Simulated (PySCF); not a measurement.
Molecule: `BNBF`, B₂FH₄N.

Geometry (Å), atoms numbered from 1 in this order:
```xyz
8

B     1.254    0.287   -0.090
N     0.010   -0.361   -0.261
B    -1.241    0.108    0.229
F    -2.329   -0.612   -0.015
H     2.251   -0.210   -0.557
H     1.289    1.327    0.521
H    -0.010   -1.237   -0.778
H    -1.336    1.133    0.854
```

Geometry PBE0-D3(BJ)/def2-SVP throughout; GIAO in PySCF 2.14, gas phase, one conformer, non-relativistic; equivalent atoms averaged; functional PBE0.

For orientation, 6-31G* gives these shifts δ (against BF3·OEt2, NH3, CFCl3, TMS at the same level): B1 46.0, B3 30.7, N2 140.8, F4 -59.0, H5/H6 5.82, H8 5.00, H7 5.78 ppm.

A run gave: B1 49.2, B3 33.5, N2 158.6, F4 -54.4, H5/H6 5.61, H8 4.69, H7 6.19 ppm (shifts δ (against BF3·OEt2, NH3, CFCl3, TMS at the same level)).

Which basis set was used in that run?
A. 6-311+G(2d,p)
B. cc-pVTZ
C. pcSseg-0
D. def2-TZVP
E. cc-pVDZ

Answers

E. N2 tells them apart best: cc-pVDZ gives 158.6, def2-TZVP gives 167.9, pcSseg-0 gives 167.1, 6-311+G(2d,p) gives 163.9, cc-pVTZ gives 167.7 ppm.
